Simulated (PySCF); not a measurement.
A side-by-side comparison of computed properties.

First species: C3H14NOP2Si (charge +1).
SMILES: `[Si@@](NC)([PH3+])(P)OCC`

Second species: C₃H₅F.
Structure used (PBE0-D3(BJ)/def2-SVP), in Å, numbered top down from 1:
```xyz
9
C3H5F angstrom
C     -1.071   -0.094    0.445
C      0.239    0.479    0.017
C      1.195   -0.224   -0.581
F      2.357    0.313   -0.949
H     -1.149   -1.164    0.199
H     -1.220    0.014    1.532
H     -1.913    0.425   -0.043
H      0.435    1.540    0.204
H      1.127   -1.290   -0.825
```

Levels: CAM-B3LYP/def2-SVPD for HOMO energy, LUMO energy, HOMO–LUMO gap, static isotropic polarisability and electronic spatial extent ⟨r²⟩ about the centre of nuclear charge; TDDFT CAM-B3LYP/def2-SVPD for lowest singlet excitation; TDA CAM-B3LYP/def2-SVPD for lowest triplet excitation (Tamm–Dancoff); ΔSCF CAM-B3LYP/def2-SVPD for vertical ionisation energy; PBE0-D3(BJ)/def2-SVP for rotational constant A and rotational constant C. Geometries: PBE0-D3(BJ)/def2-SVP. All species are isolated and taken at one optimised geometry, non-relativistic unless stated; the electronic structure was computed with PySCF and density fitting.

Dipoles, sizes and rotational constants follow the conformer. The torsions of the flexible species, by atom-mapped SMILES:
- `[CH3:1][CH2:2][O:3][Si@@:4]([PH2:5])([PH3+:6])[NH:7][CH3:8]`: C1–C2–O3–Si4 64°, C2–O3–Si4–P5 56°, O3–Si4–N7–C8 154°, H–P5–Si4–O3 149°, H–P5–Si4–O3 54°

(1) Which has the higher static isotropic polarisability?

(2) Which of the two has the higher rotational constant A, and by how much?

(3) Which has the higher S1 energy?

(4) Which has the higher rotational constant C?

(5) Which has the higher vertical ionisation energy?

(6) Which of the two has the higher HOMO–LUMO gap, and by how much?

(7) Which has the higher LUMO energy?

(8) Which has the higher ⟨r²⟩?

Results:

(1) The first: 121.8 au against 39.7 au, a difference of 82.1 au.

(2) The second: 43.544 GHz against 1.040 GHz, a difference of 42.504 GHz.

(3) The second: 7.12 eV against 6.03 eV, a difference of 1.09 eV.

(4) The second: 3.642 GHz against 0.742 GHz, a difference of 2.900 GHz.

(5) The first: 13.19 eV against 9.73 eV, a difference of 3.46 eV.

(6) The second: 10.15 eV against 9.02 eV, a difference of 1.13 eV.

(7) The second: 1.53 eV against -3.59 eV, a difference of 5.12 eV.

(8) The first: 1941 bohr² against 343 bohr², a difference of 1598 bohr².

On the first: No computed singlet falls in the visible range (750 to 380 nm, 1.65 to 3.26 eV); S1 lies 2.77 eV above its blue end. The ΔSCF ionisation energy exceeds −ε(HOMO) by 0.58 eV with CAM-B3LYP.

On the second: The vertical singlet–triplet gap S1 − T1 is 2.80 eV (TDDFT singlet less Tamm–Dancoff triplet). The polarisability is 5.88 Å³ as a volume (1 au = 0.148185 Å³), or 1.24 au for each of the 32 electrons.
